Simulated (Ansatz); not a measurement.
An input meant for the cluster Na5O3 (charge 0, doublet).

```yaml
crystal:
  periodic: [false, false, false]
  atoms:
    - {symbol: Na, position_ang: [0.853376, 0.303295, 2.438008]}
    - {symbol: Na, position_ang: [-0.412983, 1.723836, -3.694918]}
    - {symbol: Na, position_ang: [-0.418471, -2.135465, 1.396681]}
    - {symbol: Na, position_ang: [1.284121, -0.266786, -0.924800]}
    - {symbol: Na, position_ang: [-1.421323, 0.803788, -0.128856]}
    - {symbol: O, position_ang: [-1.117313, -0.155962, 1.767538]}
    - {symbol: O, position_ang: [-0.213727, 0.899585, -1.870358]}
    - {symbol: O, position_ang: [1.446311, -1.172280, 1.016706]}
basis:
  gaussian: {orbitals: def2-TZVPP}
magnetization: {spin_polarized: true, initial_magnetization: 1}
hamiltonian: {xc: {name: CCSD(T)}}
scf: {omitted_lower_state_checks: [starts]}
output: {forces: true}
```

```sh
$ ansatz run in.yaml --threads 4 --pin off --events-out ev --progress --plain --max-ram 4787MiB
```

Output, abridged:

```
Error: YAML parse error: error: line 15 column 19: hamiltonian.xc: no functional is named "CCSD(T)"; the names, which are not case-sensitive, are SVWN5, SPW92, PBE, PBE0, PBEsol, revPBE, revPBE0, RPBE, rPW86-PBE, HSE06, wPBEh, LC-wPBE, HISS, HF, BLYP, B3LYP, B3LYP5, BHLYP, CAM-B3LYP, r2SCAN, r2SCANh, r2SCAN0, r2SCAN50, m-r2SCAN, B97, wB97, wB97X, wB97X-V, B97M-V, wB97M-V, B2PLYP, B2GP-PLYP, PBE0-DH, PBE-QIDH
  --> <input>:15:19
   |
13 |   gaussian: {orbitals: def2-TZVPP}
14 | magnetization: {spin_polarized: true, initial_magnetization: 1}
15 | hamiltonian: {xc: {name: CCSD(T)}}
   |                   ^ hamiltonian.xc: no functional is named "CCSD(T)"; the names, which are not case-sensitive, are SVWN5, SPW92, PBE, PBE0, PBEsol, revPBE, revPBE0, RPBE, rPW86-PBE, HSE06, wPBEh, LC-wPBE, HISS, HF, BLYP, B3LYP, B3LYP5, BHLYP, CAM-B3LYP, r2SCAN, r2SCANh, r2SCAN0, r2SCAN50, m-r2SCAN, B97, wB97, wB97X, wB97X-V, B97M-V, wB97M-V, B2PLYP, B2GP-PLYP, PBE0-DH, PBE-QIDH
16 | scf: {omitted_lower_state_checks: [starts]}
17 | output: {forces: true}
   |
```

(1) What is wrong with this run?

Results:

(1) The method's name isn't one that the program takes here. The input was rejected before any iteration.
